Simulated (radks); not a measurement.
Values are calculated unless marked as measured or tabulated.
Task: All-electron atom: Ir II in [Xe] 4f14 5d7 6s1. Code: a radial shooting solver on a logarithmic mesh with Libxc functionals. Model: Dirac Kohn-Sham, Slater X-alpha with alpha = 0.618, spin-unpolarised, spherical densities, finite nucleus; open shells are shared between the two j in proportion to 2j + 1; Fermi nuclear charge, rms radius 5.4032 fm. Some entries of the table are withheld. Estimate them.

| orbital | occ. | eigenvalue (eV) | <r^2> (bohr^2) |
|---|---|---|---|
| 1s1/2 | 2 | -75868.01 | 0.0004205 |
| 2s1/2 | 2 | -13260.61 | 0.006375 |
| 2p1/2 | 2 | -12708.03 | 0.004526 |
| 2p3/2 | 4 | -11085.27 | 0.005719 |
| 3s1/2 | 2 | -3103.129 | 0.04153 |
| 3p1/2 | 2 | -2854.556 | 0.03794 |
| 3p3/2 | 4 | -2499.607 | 0.04444 |
| 3d3/2 | 4 | -2081.910 | (1) |
| 3d5/2 | 6 | -2005.201 | (2) |
| 4s1/2 | 2 | (3) | 0.2032 |
| 4p1/2 | 2 | -560.0774 | 0.2081 |
| 4p3/2 | 4 | -475.9246 | 0.2423 |
| 4d3/2 | 4 | -303.5577 | 0.2592 |
| 4d5/2 | 6 | -287.9613 | 0.2717 |
| 5s1/2 | 2 | -103.6949 | 1.080 |
| 5p1/2 | 2 | -70.7108 | 1.289 |
| 4f5/2 | 6 | -68.7442 | 0.3499 |
| 4f7/2 | 8 | -65.6535 | 0.3604 |
| 5p3/2 | 4 | -57.0907 | 1.548 |
| 5d3/2 | 2.8 | -14.2845 | 3.293 |
| 5d5/2 | 4.2 | -13.0508 | 3.590 |
| 6s1/2 | 1 | -12.3957 | 8.564 |

Result: 
(1) 3d3/2 <r^2> (bohr^2): 0.03422
(2) 3d5/2 <r^2> (bohr^2): 0.03600
(3) 4s1/2 eigenvalue (eV): -664.8974
